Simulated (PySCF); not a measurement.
Spinor energies of Pm²⁵⁺ (promethium, charge +25)

Start: [Kr]. Calculated with PySCF 2.14 in an uncontracted even-tempered set (17 s from 1.9 bohr⁻², ratio 2.8; 14 p from 2.5 bohr⁻², ratio 2.8; 9 d from 4.5 bohr⁻², ratio 2.8; 4 f from 15 bohr⁻², ratio 3): generalised Hartree-Fock with the X2C-1e Hamiltonian and a Gaussian nucleus; spin-orbit coupling (SO) screened by Boettger's factors.

```csv
spinor shell,electrons,"ε, screened SO (eV)",weight of nominal j (screened SO),"rms radius, screened SO (bohr)"
1s1/2,2,-46200.2,1.000,0.0264
2s1/2,2,-8294.1,1.000,0.107
2p1/2,2,-7882.7,1.000,0.0918
2p3/2,4,-7317.7,1.000,0.0979
3s1/2,2,-2448.8,1.000,0.275
3p1/2,2,-2273.0,1.000,0.266
3p3/2,4,-2154.3,1.000,0.278
3d3/2,4,-1852.9,1.000,0.250
4s1/2,2,-1026.5,1.000,0.582
4p1/2,2,-947.96,1.000,0.593
4p3/2,4,-914.46,1.000,0.617
```

Task: Where does 3d5/2 lie, and what is the 3d spin-orbit splitting (screened SO)?

Result: At -1827.3 eV, 25.564 eV above 3d3/2.

| quantity | screened SO |
| --- | --- |
| E (hartree) | -9732.11457 |
| M_J | 0 |
| ⟨J²⟩ | 0.000 |
| ⟨L²⟩ | 0.035 |
| ⟨S²⟩ | 0.035 |

Breit and QED terms are absent; they matter most for the inner s and p1/2 levels.

Densities and radii are taken from the X2C orbitals without a picture-change correction, which distorts them close to the nucleus.
